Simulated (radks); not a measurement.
The numbers below are computed, except where a source is named.
Question: Species: the rhenium ion Re14+. Configuration: [Kr] 4d10 4f(5/2: 6, 7/2: 7) 5s2 (the NIST ground configuration). Level of theory: Dirac Kohn-Sham, BLYP, spin-unpolarised, spherical densities, finite nucleus; Fermi nuclear charge, rms radius 5.3698 fm (a radial shooting solver on a logarithmic mesh with Libxc functionals). Some entries of the table are withheld. Estimate them.

| orbital | occ. | eigenvalue (hartree) | r(max) (bohr) |
|---|---|---|---|
| 1s1/2 | 2 | -2639.658 | 0.01124 |
| 2s1/2 | 2 | -466.0139 | 0.06472 |
| 2p1/2 | 2 | -446.5112 | (1) |
| 2p3/2 | 4 | -393.5716 | (2) |
| 3s1/2 | 2 | -115.7704 | 0.1822 |
| 3p1/2 | 2 | -107.0365 | 0.1704 |
| 3p3/2 | 4 | -95.53144 | 0.1847 |
| 3d3/2 | 4 | (3) | 0.1444 |
| 3d5/2 | 6 | (4) | 0.1484 |
| 4s1/2 | 2 | -32.13952 | 0.4124 |
| 4p1/2 | 2 | (5) | 0.4116 |
| 4p3/2 | 4 | (6) | 0.4411 |
| 4d3/2 | 4 | (7) | 0.4362 |
| 4d5/2 | 6 | (8) | 0.4454 |
| 5s1/2 | 2 | -12.22131 | 0.8904 |
| 4f5/2 | 6 | -11.56935 | 0.4072 |
| 4f7/2 | 7 | -11.46660 | 0.4116 |

Answer: 
(1) 2p1/2 r(max) (bohr): 0.04801
(2) 2p3/2 r(max) (bohr): 0.05495
(3) 3d3/2 eigenvalue (hartree): -80.82109
(4) 3d5/2 eigenvalue (hartree): -78.32143
(5) 4p1/2 eigenvalue (hartree): -28.48258
(6) 4p3/2 eigenvalue (hartree): -25.76889
(7) 4d3/2 eigenvalue (hartree): -19.74105
(8) 4d5/2 eigenvalue (hartree): -19.23300
